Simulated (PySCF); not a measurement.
Working with the constants of IrO

ROHF-CCSD(T) constants of IrO, ⁴Δ (quartet), unpaired electrons π ↑↑, δ ↑ (Ir def2-TZVPP with ECP60, O def2-TZVPP; scalar-relativistic core potentials (PySCF 2.14); masses 192.9629 and 15.9949 u):

| Property | Result |
| --- | --- |
| ωe | 919.7 cm⁻¹ |
| ωexe | 3.56 cm⁻¹ |
| Be | 0.38344 cm⁻¹ |
| αe | 0.00199 cm⁻¹ |
| De to Ir (5d7 6s2) + O | 4.61 eV |

Problem. What force constant and bond length do these constants imply?

Solution. Reduced mass μred = 14.771 u; k = 5.8918×10⁻⁷·μred·ωe² (u, cm⁻¹, mdyn/Å) = 7.36 mdyn/Å; Re = √(16.8576/(μred·Be)) (u, cm⁻¹, Å) = 1.725 Å.

Problem. Estimate the centrifugal constant D from the Kratzer relation and find the Dunham coefficient a1.

Solution. D = 4Be³/ωe² = 2.67e-07 cm⁻¹; a1 = −1 − αeωe/(6Be²) = -3.07.

Correlated steps freeze 1 core orbital. These are scalar-relativistic numbers at best; spin–orbit coupling would shift them, the dissociation energy most. The state is the lowest single determinant that the PBE0 search found; with open d or f shells the true ground state can be another one.
